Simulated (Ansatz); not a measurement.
Ansatz (a quantum-chemistry and plane-wave program) input (PBE/LANL2DZ): The .json file is the Basis Set Exchange's LANL2DZ.

Ansatz 0.2 input:
```yaml
crystal:
  periodic: [false, false, false]
  atoms:
    - {symbol: Cs, position_ang: [-0.00000000, -0.00000000, -1.22009700]}
    - {symbol: Br, position_ang: [0.00000000, 0.00000000, 1.91729500]}
basis:
  gaussian:
    orbitals: LANL2DZ.json
hamiltonian:
  xc: {name: PBE}
output: {forces: true}
```

Output:

```
Functional definition: PBE
integrals: 0.02 GiB planned
307 factors; integrals over basis functions are off by at most 1.9e-4 eV
mean field: 0.07 GiB planned
mean field evaluation 1: about -899.7876 eV, gradient 1.6e1 eV
mean field evaluation 2: about -879.6204 eV, gradient 5.6e1 eV
mean field evaluation 4: about -900.9668 eV, gradient 1.2e0 eV
mean field evaluation 8: about -900.9983 eV, gradient 2.8e-2 eV
mean field -900.99828857 eV, -33.1110763864 hartree, gradient 1.1e-5 eV, S^2 0.000000; 0 other end points of the search recorded, 0 dependent functions left out
the calculation of the forces begins
reference -900.99835491 eV, -33.1110788244 hartree; 8, 8 occupied and 12, 12 virtual orbitals, 307 factors
Total energy: -900.99835491 eV, -33.1110788244 hartree
Atom 0 at    -0.000000    -0.000000    -1.220097 Å, force    -0.000000    -0.000000    -0.976135 eV/Å
Atom 1 at     0.000000     0.000000     1.917295 Å, force     0.000000     0.000000     0.976135 eV/Å
Dipole moment:    -0.000000     0.000000    -2.612669 e Å
```

The geometry given is a B3LYP-D3(BJ)/def2-TZVP minimum.
